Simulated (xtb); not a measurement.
xtb input:

```bash
xtb mol.xyz --gfnff --opt tight --chrg 0 --uhf 0
```
mol.xyz:
```
5

F     -0.09925197    -1.47024653    -1.40589389
Sn    -0.01476441    -0.21122047     0.01587479
F     -0.09048902    -1.24419934     1.60990471
Cl    -1.84613155     1.16288752    -0.08179919
Cl     1.99000739     0.89540874    -0.07289710
```

### Question
What final total energy does it print?

### Answer
-0.21518 Eh (GFN-FF).
